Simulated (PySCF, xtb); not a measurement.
Pb(Cl)(OH) (ClHOPb), SMILES [OH][Pb][Cl] (connectivity only; charge and spin as stated), neutral, multiplicity 1. Other conformers were not sampled.

Harmonic wavenumbers (cm⁻¹) from GFN2-xTB (xtb 6.7.1) at its own minimum, in rising order: 102, 250, 322, 336, 549, 3716.

Problem. What does PySCF with B3LYP-D3(BJ)/def2-TZVP give at its own minimum? (Estimate from the structure and the level; the computed values follow.)

Solution. 135, 303, 346, 526, 698, 3799. Paired by order, the mean absolute difference is 89 cm⁻¹ and the zero-point energies are 7.5 and 8.3 kcal/mol.
